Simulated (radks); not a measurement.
Values are calculated unless marked as measured or tabulated.
The mean radii <r> (bohr) of the occupied orbitals of an atom or ion are listed with their occupations. Level of theory: scalar-relativistic Kohn-Sham, r2SCAN, spin-polarised, spherical densities, finite nucleus; meta-GGA in the generalised Kohn-Sham scheme; Fermi nuclear charge, rms radius of each element as measured or else 0.836 A^(1/3) + 0.57 fm (a radial shooting solver on a logarithmic mesh with Libxc functionals).

| orbital | occ. | <r> |
|---|---|---|
| 1s down | 1 | 0.03517 |
| 1s up | 1 | 0.03517 |
| 2s up | 1 | 0.1534 |
| 2s down | 1 | 0.1534 |
| 2p up | 3 | 0.1338 |
| 2p down | 3 | 0.1337 |
| 3s up | 1 | 0.4197 |
| 3s down | 1 | 0.4202 |
| 3p up | 3 | 0.4187 |
| 3p down | 3 | 0.4193 |
| 3d up | 5 | 0.3954 |
| 3d down | 4 | 0.3964 |

Name the element and its charge. Open shells, if any, are filled with parallel spins first.

Answer. Z = 42, molybdenum, charge +15: Mo15+ in [Ar] 3d9. The 1s radius gives Z: for a bare nucleus <r> = (2 gamma + 1)/(2Z) with gamma = sqrt(1 - (Z/c)^2), 0.03457 bohr for Z = 42, and screening makes it slightly larger (0.03517 here). The occupations add up to 27, and the charge is Z minus that.
